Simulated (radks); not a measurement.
Results of a calculation; reference values are marked as such.
Problem. The mean radii <r> (bohr) of the occupied orbitals of an atom or ion are listed with their occupations. Code: a radial shooting solver on a logarithmic mesh with Libxc functionals. Model: non-relativistic Kohn-Sham, BLYP, spin-polarised, spherical densities, point nucleus.

orbital  occ.     <r>
1s up       1  0.1116
1s down     1  0.1115
2s up       1  0.5525
2s down     1  0.5554
2p up       3  0.5105
2p down     2  0.5148
3s up       1   1.738
3s down     1   1.748
4f up       1   5.596

Name the element and its charge. Open shells, if any, are filled with parallel spins first.

Solution. Z = 14, silicon, charge +2: Si2+ in [He] 2s2 2p5 3s2 4f1. The 1s radius gives Z: for a bare nucleus <r> = 1.5/Z, 0.1071 bohr for Z = 14, and screening makes it slightly larger (0.1116 here). The occupations add up to 12, and the charge is Z minus that.
